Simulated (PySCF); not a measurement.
**Correlation energy of Zr²³⁺ (zirconium, charge +23)**

[Ne] 3s2 3p5, 2P determinant. Computed with PySCF 2.14 in an even-tempered Gaussian basis (18 s from 2.5 bohr⁻², ratio 2.5; 12 p from 3.2 bohr⁻², ratio 2.5; 5 d from 17 bohr⁻², ratio 2.7; 4 f from 25 bohr⁻², ratio 2.7), with the spin-free X2C one-electron Hamiltonian (Gaussian nucleus). Frozen: 1s2; 15 electrons correlated; the 21 highest virtual orbitals of each spin left out.

```
  level  correlation energy (mhartree)
   CCSD                        -587.40
    (T)                          -1.81
CCSD(T)                        -589.21
```

Diagnostics: T1 = 0.00098, D1 = 0.0042, largest double amplitude 0.027.

Spin-orbit coupling, absent here, splits the open shell strongly.

Cost of the coupled-cluster step: of the order of 110 core-seconds, for 15 correlated electrons.

At this charge the one-electron X2C treatment keeps the bare 1/r₁₂, with no two-electron picture change or Breit term. The effect here is smaller than on the frozen 1s shell; and a scalar Hamiltonian misses the large spin-orbit splitting of the p shells, which matters for ns² → np² pairs.
